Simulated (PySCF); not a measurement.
# Unknowns

How the numbers were obtained: geometry: GFN2-xTB, shielding tensors at PBE0/pcSseg-1 (GIAO), in PySCF 2.14 (no solvent, one averaged value for each set of equivalent atoms, one computed conformer, relativity neglected).

Chemical shifts δ = σref − σ; 1H (31.72 ppm) and 13C (186.93 ppm) against TMS, all at this level. Splittings of carbon signals by F and P are missing where no couplings were computed. Where no couplings were computed, multiplicities follow the n + 1 count of equivalent neighbours, and m marks all less simple cases (inequivalent or close neighbours, rings, F or P nearby). Shifts are as computed. Against solution values, carbons near 30 ppm lie about +3 ppm off and those near 130 ppm about +5 ppm. Of 1211 compounds with measured shifts, 218 miss one by over three times the rms of a fit or turn the order of signals round; such compounds aren't used in these exercises.

Q: C₆H₆F₂. 1H NMR (400 MHz, computed): δ 6.52 (m, 1H), 6.43 (m, 1H), 5.97 (m, 1H), 5.71 (m, 1H), 3.22 (m, 1H), 2.93 (m, 1H). 13C{1H} NMR (computed): δ 167.8 (C), 141.2 (CH), 132.5 (CH), 115.5 (CH), 84.0 (CH), 31.7 (CH2). Give a structure.

A: `FC1=CCC=C[C@@H]1F`. Rings plus π bonds: 3 (1 ring in the answer). 6 carbon signals for 6 carbons: no two carbons are equivalent. Carbon types of the structure: 1 × C, 4 × CH, 1 × CH2, which accounts for all hydrogens. δC 167.8: fully substituted alkene carbon. δC 141.2, 132.5, 115.5: alkene CH; an sp2 carbon of a C=C bond. δC 84.0: allylic sp3 CH bonded to F; deshielded by the electronegative neighbour. δH 6.52, 6.43, 5.97: hydrogen on an alkene CH; a vinylic proton, deshielded by the sp2 carbon and the C=C anisotropy.

The data come from this structure; uniqueness wasn't tested.

Q: C₆H₈FOP. 1H NMR (300 MHz, computed): δ 4.34 (m, 1H), 3.25 (m, 1H), 3.17 (m, 1H), 3.00 (m, 1H), 2.46 (m, 1H), 1.52 (m, 3H). 13C{1H} NMR (computed): δ 99.5 (CH), 86.7 (CH), 82.7 (C), 61.3 (CH), 50.0 (CH2), 15.4 (CH3). Identify the compound.

A: `C#C[P@@]1(=O)C[C@H](F)[C@H]1C`. 6 carbon signals for 6 carbons: no two carbons are equivalent. Carbon types of the structure: 1 × C, 3 × CH, 1 × CH2, 1 × CH3, which accounts for all hydrogens. δC 99.5: terminal alkyne carbon; sp carbons lie upfield of alkene carbons because the cylindrical π system leaves one tensor component strongly shielded. δC 86.7: sp3 CH bonded to F; pulled downfield by the heteroatom. δC 82.7: alkyne carbon; sp carbons lie upfield of alkene carbons because the cylindrical π system leaves one tensor component strongly shielded. δC 61.3: sp3 CH bonded to P.

The data come from this structure; uniqueness wasn't tested.
